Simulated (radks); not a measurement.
Isoelectronic series with 20 electrons, each ion in its NIST ground configuration. Calculated with a radial shooting solver on a logarithmic mesh with Libxc functionals: non-relativistic Kohn-Sham, BLYP, spin-polarised, spherical densities, point nucleus; open shells are filled with parallel spins first. Total energies (hartree) and screening constants sigma, defined by e = -(Z - sigma)^2 / (2 n^2) hartree (* marks an orbital that is empty in some or all of the ions):

ion,configuration,E (hartree),4s*,3p,3s
Ca,[Ar] 4s2,-677.58522,17.942,15.711,14.462
Ti2+,[Ar] 3d2,-848.61103,17.505,15.955,14.807
Cr4+,[Ar] 3d2,-1040.59839,17.042,15.699,14.648
Fe6+,[Ar] 3d2,-1253.17498,16.737,15.501,14.501
Ni8+,[Ar] 3d2,-1486.28262,16.520,15.352,14.381
Zn10+,[Ar] 3d2,-1739.89310,16.356,15.236,14.285
Ge12+,[Ar] 3d2,-2013.98991,16.229,15.143,14.205
Se14+,[Ar] 3d2,-2308.56248,16.126,15.067,14.138
